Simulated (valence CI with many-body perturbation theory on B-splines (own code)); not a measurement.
# Ru XL: calculated level list

Computed by relativistic CI+MBPT: three valence electrons over a frozen Dirac-Fock core [He], a basis of 11 s, 11 p, 9 d, 7 f, 5 g, 2 h, 1 i functions for each j, with the one-electron correlation potential Σ1, the two-electron term Σ2, the three-electron term Σ3, Breit, model QED; selected CI, second order for the rest (own B-spline code, finite nucleus).

No measured spectrum was set against this ion. As an estimate, large intervals hold to a few tenths of a per cent, small ones and those within an open d or f shell to about a per cent.

Levels 91 to 99 of 99, with energies above the lowest level, (2s^2 2p1/2) J=1/2. "Leading %" is the weight of the configuration and term that name the level; weights of strongly mixed levels are sums over their largest components and can fall short. In the jj column 3d3/2^4 stands for four electrons in 3d with j = 3/2.

```
No.  Configuration  Term    J  E (eV)  Leading %      g                Leading jj  Second component
 91          2p²3p   ²P°  1/2  3769.2         84  0.690  2p1/2 2p3/2 3p3/2 (97 %)     8 % 2p²3p ⁴D°
 92          2p²3d    ⁴F  7/2  3772.0         66  1.174  2p1/2 2p3/2 3d5/2 (57 %)     21 % 2p²3d ²G
 93          2p²3d    ²F  7/2  3775.2         41  1.206  2p1/2 2p3/2 3d5/2 (51 %)     40 % 2p²3d ⁴D
 94          2p²3d    ⁴P  5/2  3779.9         41  1.222  2p1/2 2p3/2 3d5/2 (57 %)     35 % 2p²3d ²F
 95          2p²3d    ⁴D  3/2  3782.1         40  1.135  2p1/2 2p3/2 3d5/2 (73 %)     28 % 2p²3d ²D
 96          2p²3d    ²G  9/2  3786.1         56  1.199  2p1/2 2p3/2 3d5/2 (99 %)     44 % 2p²3d ⁴F
 97          2p²3d    ⁴D  5/2  3789.7         39  1.169  2p1/2 2p3/2 3d5/2 (56 %)     31 % 2p²3d ²D
 98          2p²3d    ⁴P  3/2  3790.7         46  1.385  2p1/2 2p3/2 3d3/2 (74 %)     29 % 2p²3d ²P
 99          2p²3d    ⁴P  1/2  3793.0         44  1.907  2p1/2 2p3/2 3d3/2 (96 %)     29 % 2p²3d ²S
```
